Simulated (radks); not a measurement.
Problem. Calculated with a radial shooting solver on a logarithmic mesh with Libxc functionals: non-relativistic Kohn-Sham, LDA (Slater exchange, VWN5 correlation), spin-polarised, spherical densities, point nucleus; open shells are filled with parallel spins first (spin-orbit coupling, left out, can overturn this in heavy ions). Response by self-consistent Sternheimer equations with the Hartree and adiabatic LDA kernel. For heavy and open-shell atoms this level of theory can miss by tens of per cent. Rank Ge3+, C3+, Sr2+, Si+, Xe+, Xe2+, Tc, Cd (NIST ground configurations) by static dipole polarisability, largest first.

Solution. Tc 84.98, Cd 52.78, Si+ 18.89, Xe+ 18.56, Xe2+ 13.22, Ge3+ 6.013, Sr2+ 5.996, C3+ 3.008 bohr^3.
